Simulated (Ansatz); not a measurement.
Al$_{2}$FHZn (`[F][Al]1[AlH][Zn]1`), relaxed with RKS PBE0-D4/def2-TZVP in Ansatz 0.2.0 from a PBE-D4/def2-SVP geometry. The force threshold is 0.005 eV/Å; the program also tests the step.

The species carries charge 0 and has multiplicity 1.

Start:

```xyz
5

F    -2.379    0.451    0.247
Al   -0.781    0.461   -0.305
Al    1.727    0.735   -0.049
Zn    0.927   -1.457   -0.887
H     0.506   -0.190    0.994
```

```json
{"step": "1", "energy (eV)": "-64334.2489", "largest force (eV/Å)": "0.852", "largest move (Å)": "0.000"}
{"step": "2", "energy (eV)": "-64334.2732", "largest force (eV/Å)": "0.518", "largest move (Å)": "0.062"}
{"step": "3", "energy (eV)": "-64334.2811", "largest force (eV/Å)": "0.063", "largest move (Å)": "0.036"}
{"step": "4", "energy (eV)": "-64334.2814", "largest force (eV/Å)": "0.012", "largest move (Å)": "0.009"}
{"step": "5", "energy (eV)": "-64334.2814", "largest force (eV/Å)": "0.004", "largest move (Å)": "0.002"}
```

End:

```xyz
5

F    -2.354    0.462    0.256
Al   -0.789    0.451   -0.291
Al    1.709    0.728   -0.031
Zn    0.959   -1.512   -0.953
H     0.475   -0.128    1.019
```

Hardware: 2 threads of an Arm Neoverse V1 on a shared host. Wall time 27 s, peak host memory 0.42 GiB.
